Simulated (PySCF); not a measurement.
Computed shifts of a molecule C8H6N2O, PBE/pcSseg-1 (PySCF), GIAO, gas phase, equivalent atoms averaged, in ppm (number of nuclei): ¹³C: 163.5 (1), 155.1 (1), 154.9 (2), 148.4 (1), 128.6 (1), 119.2 (1), 113.6 (1). ¹⁵N: 340.5 (1), 338.7 (1). ¹H: 9.50 (1), 9.38 (1), 9.19 (1), 7.76 (1), 7.33 (1), 6.92 (1). References: ¹³C against TMS (σ = 182.0 ppm); ¹⁷O against H2O (σ = 334.3 ppm); ¹⁵N against NH3 (σ = 267.0 ppm); ¹H against TMS (σ = 31.49 ppm), references at their B3LYP-D3(BJ)/def2-TZVP geometries, non-relativistic. Coordinates come from a B3LYP-D3(BJ)/def2-SVP optimisation. One conformer was computed; it need not be the lowest.

### Question
Which structure fits?
A. c1cnc(-c2ccco2)nc1
B. c1coc(-c2cncnc2)c1
C. c1ccc(-c2nnco2)cc1
D. C#Cc1ccnc(C(C)=O)n1

### Answer
B, c1coc(-c2cncnc2)c1
